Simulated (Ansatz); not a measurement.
Basis sets compared for (ClZn-mu-H)2 (Zn2H2Cl2). The state is a singlet with charge 0. Geometry PBE-D4/def2-SVP. Ansatz on 4 threads of Intel Xeon Platinum 8259CL on a shared host; times are rough, and most runs start from earlier orbitals.

```xyz
6

Zn    1.134    0.347    0.250
Cl    3.042    1.234    0.017
H     0.090   -0.480    1.224
Zn   -1.130   -0.356   -0.253
Cl   -3.053   -1.207   -0.006
H    -0.083    0.461   -1.231
```

The 6-31G sets use Cartesian d functions.

Binding counts from free atoms (Zn singlet, Cl doublet, H doublet) in the same basis, without a counterpoise term.

```csv
level,functions,energy (Eh),HOMO (eV),LUMO (eV),binding per atom (eV),wall time
HF/6-31G,88,-4475.1659,-11.60,-0.02,1.44,1.2 s
PBE-D4/def2-SVP,108,-4478.7404,-6.65,-2.27,2.00,1.4 s
PBE0-D4/def2-SVP,108,-4478.8797,-8.05,-1.41,2.00,2.2 s
```

Question: Estimate the rows for HF/def2-TZVP, PBE-D4/def2-TZVP, PBE0-D4/def2-TZVP.

Answer: 
```json
{"level": "HF/def2-TZVP", "functions": "182", "energy (Eh)": "-4475.8903", "HOMO (eV)": "-11.47", "LUMO (eV)": "0.20", "binding per atom (eV)": "1.46", "wall time": "2.9 s"}
{"level": "PBE-D4/def2-TZVP", "functions": "182", "energy (Eh)": "-4479.5995", "HOMO (eV)": "-7.08", "LUMO (eV)": "-2.99", "binding per atom (eV)": "1.92", "wall time": "2.1 s"}
{"level": "PBE0-D4/def2-TZVP", "functions": "182", "energy (Eh)": "-4479.7148", "HOMO (eV)": "-8.39", "LUMO (eV)": "-2.29", "binding per atom (eV)": "1.95", "wall time": "5 s"}
```
